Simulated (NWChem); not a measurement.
System: AuH₃O; SMILES [OH2]->[AuH]

NWChem input:

```
start job
memory heap 200 mb stack 900 mb global 1100 mb
geometry units angstroms noautosym nocenter noautoz
  Au    -0.000645    -0.210187     0.018322
  H     -0.001109    -1.762267    -0.039890
  O     -0.000645     2.062417     0.081742
  H     -0.775552     2.374566    -0.426515
  H      0.770174     2.375817    -0.431430
end
basis spherical
  Au library def2-svpd
  H library def2-svpd
  O library def2-svpd
end
ecp
  Au library def2-ecp
end
dft
  xc pbe0
  iterations 150
end
property
  response 1 0.0
end
task dft property
```

Structure relaxed at the PBE-D3(BJ)/def2-SVP level. def2 effective core potentials on Au; no spin-orbit coupling.

Static field.

Task: Give the results of this calculation. (PBE0/def2-SVPD with def2 effective core potentials on Au.) Quantities: isotropic polarisability (bohr³); anisotropy (bohr³).

Result: 
```yaml
isotropic polarisability (bohr³): 45.4
anisotropy (bohr³): 12.2
```
